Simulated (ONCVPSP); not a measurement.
**cobalt (Co), ONCV: configuration errors across variants**

```
Element                 : Co (Z = 27)
Generator               : ONCVPSP 4.0.1
Type                    : optimised norm-conserving Vanderbilt (ONCV)
Functional              : PBE
Relativity              : scalar-relativistic
Frozen core             : [Ar]
Valence charge          : 9
Reference configuration : 3d7 4s2
Partial waves           : 4s: rc 2.25 bohr, ncon 4, nbas 8, qcut 2.9 1/bohr, 2 projectors, debl 3.5 Ha; p scattering state at 0.26 Ha: rc 2.00 bohr, ncon 4, nbas 8, qcut 4.6 1/bohr, 3 projectors, debl 0.4 Ha; 3d: rc 1.55 bohr, ncon 3, nbas 6, qcut 12.2 1/bohr, 3 projectors, debl 0.4 Ha
Local potential         : polynomial inside 1.00 bohr (lpopt 1, dvloc0 1 Ha)
Core correction         : polynomial model core, fcfact 0.65
```

All-electron excitation energies from the reference (eV): (1) 3d7 4s1 9.031; (2) 3d7 4s0 25.816; (3) 3d6 4s0 61.686; (4) 3d6 4s2 4p1 9.660.

1 further variants failed, have other tests or too few solved ones, and are left out.

A true bound ghost makes a file unfit for plane-wave use even where its test errors are small: the radial tests pick states by their node count and pass the ghost by.

Errors AE − PS in meV (a dash: test not solved or not reliable):

```tsv
change	(1)	(2)	(3)	(4)	bound ghosts	GHOST(+) flags above zero
base	-5.9	-38	-133	-149	p	s, p
s: rc 1.8	-6.3	-38	-101	-158	p	s, p
s: rc 1.94	-6.4	-38	-99	-159	p	s, p
s: rc 2.32	-5.8	-39	-149	-145	p	s, p
s: rc 2.48	-5.9	-44	-193	-134	p	s, p
s: rc 2.72	-6.9	-59	-283	-114	p	s, p
s: rc 2.9	-8.4	-77	-367	-94	p	s, p
s: rc 3.1	-10	-101	-468	-67	p	s, p
s: rc 3.32	-12	-137	-601	-21	p	s, p
```

(1) Give the same row for: s: rc 2.14.

Answers

(1) -6.1, -37, -114, -154; bound ghosts: p; GHOST(+) flags above zero: s, p.
